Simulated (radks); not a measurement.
The mean radii <r> (bohr) of the occupied orbitals of an atom or ion are listed with their occupations. All-electron calculation, scalar-relativistic Kohn-Sham, SCAN, spin-polarised, spherical densities, finite nucleus; meta-GGA in the generalised Kohn-Sham scheme; Fermi nuclear charge, rms radius of each element as measured or else 0.836 A^(1/3) + 0.57 fm. Program: a radial shooting solver on a logarithmic mesh with Libxc functionals.

orbital  occ.      <r>
1s up       1  0.04700
1s down     1  0.04700
2s up       1   0.2096
2s down     1   0.2096
2p up       3   0.1835
2p down     3   0.1835
3s up       1   0.6107
3s down     1   0.6139
3p up       3   0.6263
3p down     1   0.6305
3d up       5   0.6571
3d down     5   0.6626
4d up       2    2.317

Name the element and its charge. Open shells, if any, are filled with parallel spins first.

Answer. Z = 32, germanium, charge +4: Ge4+ in [Ne] 3s2 3p4 3d10 4d2. The 1s radius gives Z: for a bare nucleus <r> = (2 gamma + 1)/(2Z) with gamma = sqrt(1 - (Z/c)^2), 0.04601 bohr for Z = 32, and screening makes it slightly larger (0.04700 here). The occupations add up to 28, and the charge is Z minus that.
